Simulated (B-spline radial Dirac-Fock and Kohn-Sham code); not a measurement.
**Relativistic shifts of the levels of Tc⁵⁺**

System: Tc⁵⁺, [Kr] 4d2.

Both columns are ΔSCF binding energies of the configuration average from a radial finite-basis atomic code: non-relativistic Hartree-Fock with a point nucleus, and Dirac-Fock with a finite nucleus and the Coulomb interaction alone, averaged over the two j levels with weights 2j+1.

```csv
shell,Hartree-Fock (eV),Dirac-Fock (eV),shift (eV),shift (%)
1s,20641.0,21185.8,+544.81,+2.64
2s,3009.3,3138.3,+128.98,+4.29
2p,2770.8,2805.3,+34.53,+1.25
3s,606.2,631.1,+24.86,+4.10
3p,512.6,519.3,+6.64,+1.29
3d,341.3,336.9,-4.40,-1.29
4s,146.7,151.0,+4.30,+2.93
4p,115.2,116.1,+0.86,+0.75
4d,71.72,71.00,-0.72,-1.00
```

Relativity binds 1s, 2s, 2p, 3s, 3p, 4s, 4p more strongly, among those listed most of all 2s in relative terms, and 3d, 4d more weakly, because the contracted s and p shells screen the nucleus better.

Values without a named source are computed, but for edge energies of neutral atoms, which are taken from tables.
